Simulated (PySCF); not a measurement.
## r2SCAN on B⁻ (boron, charge -1)

Configuration: [He] 2s2 2p2, high-spin 3P determinant. Computed with PySCF 2.14 in aug-cc-pVDZ, with no relativity, point nucleus.

| Quantity | Value |
| --- | --- |
| Total energy | -24.6560 hartree |
| One-electron energy | -33.6420 hartree |
| Hartree (Coulomb) energy | 13.0054 hartree |
| Exchange-correlation energy | -4.0194 hartree |
| Kinetic energy | 24.52235 hartree |
| ⟨S²⟩ | 2.0068 |
| ⟨L²⟩ | 2.018 |
| Sum of ⟨r⟩ | 11.43 bohr |
| Sum of ⟨r²⟩ | 42.18 bohr² |
| Traceless quadrupole moment −½Σ⟨3z² − r²⟩ along its main axis | 6.06 e·bohr² |
| Density at the nucleus (Gaussians lack the cusp) | 68.6 bohr⁻³ |
| Spin density at the nucleus | 0.0433 bohr⁻³ |
| Langevin diamagnetic susceptibility | -33.4 ×10⁻⁶ cm³/mol |

```
shell  electrons  mean orbital energy (eV)  rms radius, mean of both spins (bohr)
 1s α          1                   -176.30                                  0.382
 1s β          1                   -175.91                                  0.382
 2s α          1                    -3.731                                   2.35
 2s β          1                    -1.832                                   2.35
 2p α          2                     1.781                                   3.93
```

At r2SCAN the highest occupied level has a positive energy, so only the finite basis holds that electron; in a semilocal or global hybrid functional this comes from self-interaction and does not mean that the real anion is unbound.
